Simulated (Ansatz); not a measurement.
Relaxation of C3H9FSi2 (15 atoms, charge 0, multiplicity 1), to a largest force component of 0.02 eV/Å in at most 40 steps.

Computed with UKS PBE0-D4/STO-3G in Ansatz 0.2.0.

```xyz
15
Properties=species:S:1:pos:R:3
C 0.107 -1.518 -1.397
C 0.361 -0.536 -0.493
Si 1.533 -0.870 0.885
C -0.104 0.898 -0.573
F -0.666 1.117 -1.847
Si -1.560 1.357 0.630
H 0.493 -2.479 -1.374
H -0.577 -1.236 -2.240
H 2.676 -1.718 0.460
H 0.848 -1.545 2.029
H 2.098 0.421 1.408
H 0.660 1.612 -0.426
H -2.036 2.783 0.436
H -2.774 0.471 0.492
H -1.082 1.191 2.039
```

Task: Where does it end, and by what steps?

Result: The forces met the threshold. Limits of this set-up: minimal basis. After 18 steps the energy has fallen by 0.753 eV; H9 moved furthest, 0.53 Å.

| step | energy less start (eV) | largest force component (eV/Å) | accepted |
| --- | --- | --- | --- |
| 0 | 0.0000 | 5.211 | yes |
| 1 | -0.6673 | 0.811 | yes |
| 2 | -0.7145 | 0.555 | yes |
| 3 | -0.7348 | 0.339 | yes |
| 4 | -0.7405 | 0.199 | yes |
| 5 | -0.7441 | 0.034 | yes |
| 6 | -0.7452 | 0.046 | yes |
| 7 | -0.7464 | 0.035 | yes |
| 8 | -0.7475 | 0.079 | yes |
| 9 | -0.7463 | 0.183 | no |
| 10 | -0.7490 | 0.021 | yes |
| 11 | -0.7504 | 0.073 | yes |
| 12 | -0.7509 | 0.067 | yes |
| 13 | -0.7520 | 0.037 | yes |
| 14 | -0.7527 | 0.033 | yes |
| 15 | -0.7530 | 0.040 | yes |
| 16 | -0.7532 | 0.025 | yes |
| 17 | -0.7533 | 0.045 | yes |
| 18 | -0.7534 | 0.018 | yes |

```xyz
15
Properties=species:S:1:pos:R:3
C 0.159 -1.379 -1.464
C 0.405 -0.475 -0.514
Si 1.475 -0.857 0.966
C -0.209 0.940 -0.654
F -0.739 1.130 -1.945
Si -1.529 1.260 0.699
H 0.562 -2.395 -1.438
H -0.463 -1.126 -2.330
H 2.293 -2.011 0.683
H 0.656 -1.133 2.123
H 2.318 0.277 1.265
H 0.614 1.679 -0.493
H -2.139 2.549 0.479
H -2.541 0.233 0.664
H -0.885 1.256 1.990
```

The run took 2 min on 1 thread of Arm Neoverse V1 (shared host), peak memory 0.19 GiB.
